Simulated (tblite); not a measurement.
Task: Give a GFN2-xTB geometry of InChI=1S/C9H7/c1-3-8-6-5-7-9(8)4-2/h1,4-6H,2H3/b9-4-. (Doublet state.)

Result: 
```xyz
16
C9H7 angstrom
C      0.3181    2.5752    0.9996
C      0.5646    1.4704    0.5881
C      0.9110    0.1988    0.1200
C      2.1779   -0.2832    0.0001
C      2.1400   -1.6434   -0.5218
C      0.8554   -1.9495   -0.7039
C     -0.0241   -0.8651   -0.3322
C     -1.3616   -0.8802   -0.4044
C     -2.2952    0.2105   -0.0353
H      0.0903    3.5354    1.3550
H      3.0856    0.2407    0.2443
H      3.0107   -2.2420   -0.7086
H     -1.8307   -1.7862   -0.7724
H     -1.7677    1.0880    0.3244
H     -2.9808   -0.1419    0.7363
H     -2.9012    0.4815   -0.9007
```

Any rigid rotation of these coordinates is as good. Atoms count from 1 in this order. Of the pairs four or more bonds apart, C2···H14 is among the closest relative to their van der Waals radii: 2.38 Å, 82 % of the sum of Bondi's values. The 9 heavy atoms lie in one plane (0.001 Å rms). C8 (carbon bonded to 2 C and H) is planar (angles 127.4°, 117.4° and 115.3°, sum 360.0°, 0.00 Å off the plane of its three neighbours). C4 (carbon bonded to 2 C and H) is planar (angles 126.4°, 123.9° and 109.7°, sum 360.0°, 0.00 Å off the plane of its three neighbours).

Bonds between heavy atoms (Å): C1≡C2 1.204, C2–C3 1.399, C3=C4 1.361, C4–C5 1.457, C5=C6 1.333, C6–C7 1.445, C7=C8 1.340, C8–C9 1.482, C3–C7 1.487.

The geometry is computed with GFN2-xTB (gas phase). This method treats the open shell by occupation alone, without spin polarisation.

Point group: Cs (tolerance 0.08 Å). Its GFN2-xTB frequencies are all real (lowest 70 cm⁻¹). 2 starts were optimised and ended at 0.00 and 0.39 kcal/mol (GFN2-xTB); the lowest of these is shown.
